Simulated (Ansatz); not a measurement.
Cartesian coordinates in Å:
```
F 1.833 1.280 0.389
C 0.570 0.903 0.047
C -0.208 0.052 1.047
F -1.087 0.691 1.868
C -0.782 -0.714 -0.142
F -0.958 -2.057 0.000
C 0.421 -0.241 -0.952
F 0.212 0.086 -2.258
H -0.004 1.781 -0.263
H 0.460 -0.576 1.642
H -1.710 -0.258 -0.500
H 1.254 -0.946 -0.879
```

The species carries charge 0 and has multiplicity 1.

Q: List the r2SCAN/def2-TZVPP orbital energies in eV (Ansatz). (Estimate.)

A: Computed: Occupied: -666.75, -666.75, -666.75, -666.75, -276.06, -276.06, -276.06, -276.05, -32.57, -32.36, -32.36, -32.24, -23.67, -18.09, -18.09, -16.24, -14.76, -14.70, -13.46, -13.12, -13.12, -12.57, -12.57, -11.95, -10.90, -10.59, -10.59, -10.10, -9.61, -8.33, -8.33, -7.85. Lowest empty: -0.26, 1.04, 1.80, 1.89, 1.89, 2.53, 3.54, 3.54.
